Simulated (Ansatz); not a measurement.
Input for Ansatz (an electronic-structure program): R-r2SCAN/def2-TZVPPD on C3H7Cl (a complex), monomers drawn apart or pushed together. Files ending in .json are basis or fitting sets from the Basis Set Exchange.

Ansatz 0.2 input:
```yaml
crystal:
  periodic: [false, false, false]
  atoms:
    - {symbol: C, position_ang: [0.54158541, -0.47513715, 0.21440206]}
    - {symbol: C, position_ang: [-0.39644416, 0.46075376, 0.22515610]}
    - {symbol: H, position_ang: [0.53829570, -1.28306080, 0.93615322]}
    - {symbol: H, position_ang: [1.34178418, -0.47278051, -0.51613677]}
    - {symbol: H, position_ang: [-0.40370765, 1.26947999, -0.49598543]}
    - {symbol: H, position_ang: [-1.19576630, 0.44792732, 0.95627562]}
    - {symbol: C, position_ang: [0.52946567, 0.40921123, 3.62460225]}
    - {symbol: Cl, position_ang: [-0.72990373, -0.85855041, 3.44083182]}
    - {symbol: H, position_ang: [0.09757061, 1.23816575, 4.17717270]}
    - {symbol: H, position_ang: [1.36485465, -0.01962071, 4.16982049]}
    - {symbol: H, position_ang: [0.83515164, 0.72336355, 2.63153136]}
basis:
  gaussian:
    orbitals: def2-TZVPPD.json
hamiltonian:
  xc: {name: r2SCAN}
scf: {lower_state_search: off}
```

Output:

```
WARN ansatz: RAYON_NUM_THREADS=1 ignored (pool sized by the plan → 1); use --threads N
Functional definition: r2SCAN
these checks for a lower state are left out or cut short: stability, starts, cluster_reference, orbital_swaps, neighbouring_geometries, increment
integrals: 0.21 GiB planned
1259 factors; their error is unknown
mean field: 1.54 GiB planned
mean field evaluation 1: about -15734.8305 eV, gradient 6.8e1 eV
mean field evaluation 2: about -15725.8026 eV, gradient 8.7e1 eV
mean field evaluation 4: about -15745.7253 eV, gradient 4.3e0 eV
mean field evaluation 8: about -15745.7712 eV, gradient 5.8e-2 eV
mean field evaluation 16: about -15745.7251 eV, gradient 1.6e-4 eV
mean field -15745.72510491 eV, -578.6447247696 hartree, gradient 3.6e-6 eV, S^2 0.000000; 0 other end points of the search recorded, 0 dependent functions left out
reference -15745.72512421 eV, -578.6447254789 hartree; 21, 21 occupied and 260, 260 virtual orbitals, 1259 factors
Total energy: -15745.72512421 eV, -578.6447254789 hartree
Checks for a lower state left out: stability, starts, cluster_reference, orbital_swaps, neighbouring_geometries, increment
```

The run converged.

Cost: about 7 core-seconds (a rough figure).
